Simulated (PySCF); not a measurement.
CH3Cl2ISi, SMILES I[Si](C)(Cl)Cl. Atoms are numbered in the order given.

```xyz
8

C     -1.2703     2.1098     0.0000
Si    -0.8862     0.2914     0.0000
Cl    -1.7025    -0.6043     1.6753
Cl    -1.7025    -0.6043    -1.6753
I      1.5464    -0.0683     0.0000
H     -0.8434     2.5845     0.8962
H     -0.8434     2.5845    -0.8962
H     -2.3619     2.2556     0.0000
```

Coordinates come from a B3LYP-D3(BJ)/def2-SVP optimisation. The def2 effective core potentials stand for the cores of I; spin–orbit coupling is left out.

Method: PBE/def2-TZVP run with PySCF.

The molecule is in vacuum.

* **total energy**: -1547.13806 hartree
* **point group**: Cs
* **highest occupied level**: -6.77 eV
* **lowest empty level**: -1.95 eV
* **orbital gap**: 4.83 eV
* **dipole moment**: 1.85 D
* **quadrupole, principal values (traceless, Buckingham form, about the centre of nuclear charge)**: -3.18, -2.67, 5.86 D·Å
* **mean static polarisability**: 94.2 bohr³ (13.97 Å³)
* **polarisability, principal values**: 83.7, 88.0, 111.1 bohr³
